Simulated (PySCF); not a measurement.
A small calculation by hand: oscillator strength and radiative lifetime

SnFCl, SMILES [F][Sn][Cl] (connectivity only; charge and spin as stated), neutral, multiplicity 1.

Geometry: PBE0-D3(BJ)/def2-TZVP. The def2 effective core potentials stand for the cores of Sn; spin–orbit coupling is left out.

TDA-M06-2X/def2-SVPD in PySCF puts the first singlet state with f over 0.02 at 4.54 eV (vertical), with the transition dipole (0.000, 0.000, -0.971) in atomic units.

Find the oscillator strength, the wavelength and the radiative lifetime that this transition would have in vacuum if emission retraced absorption.


|μ|² = 0.9428 au, so |μ| = 2.47 D. ΔE = 4.54/27.211 = 0.1668 hartree. f = (2/3) ΔE |μ|² = 0.105 (the program prints 0.105).
λ = 1239.84/4.54 = 273 nm; ν = 36618 cm⁻¹.
Einstein's coefficient A = 0.6670 ν² f s⁻¹ (ν in cm⁻¹) = 9.4e7 s⁻¹, so τ = 1/A = 11 ns. This state is S1. The figure is the radiative limit of this one transition; relaxation, internal conversion, crossing to triplets and a medium change what is measured.
